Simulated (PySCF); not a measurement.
Highest orbital energy against ionisation energy along group 13

Calculated with PySCF 2.14, no spin-orbit coupling. Each cell gives −ε(HOMO) / ΔSCF in eV; NIST values include spin-orbit coupling, (s) semi-empirical, (t) theoretical.

```
                              species              UHF              LDA              PBE             PBE0           r2SCAN  NIST (lowest levels)
  B²⁺ (aug-cc-pVTZ-DK, spin-free X2C)  37.829 / 37.826  32.361 / 37.903  32.648 / 38.293  34.051 / 38.234  32.879 / 37.860                37.931
 Al²⁺ (aug-cc-pVTZ-DK, spin-free X2C)  28.108 / 28.087  24.578 / 28.857  24.471 / 28.863  25.492 / 28.728  24.671 / 28.427                28.448
 Ga²⁺ (aug-cc-pVTZ-DK, spin-free X2C)  29.721 / 29.618  26.998 / 31.770  26.660 / 31.450  27.566 / 31.088  27.026 / 31.194                30.726
In²⁺ (aug-cc-pVTZ-DK3, spin-free X2C)  26.772 / 26.622  24.519 / 28.948  24.117 / 28.540  24.954 / 28.189  24.339 / 28.209                28.044
Tl²⁺ (aug-cc-pVTZ-DK3, spin-free X2C)  28.408 / 28.149  26.127 / 30.741  25.742 / 30.305  26.620 / 29.941  26.037 / 30.152                29.852
```

Q: How far is −ε(HOMO) from ΔSCF on average for each method, and why?

A: UHF 0.11 eV; LDA -4.73 eV; PBE -4.76 eV; PBE0 -3.50 eV; r2SCAN -4.18 eV. Hartree-Fock orbital energies lack relaxation and so exceed the ΔSCF value; semilocal functionals have convex E(N) from self-interaction, so their HOMO lies far too high; exact exchange moves hybrids part of the way back.
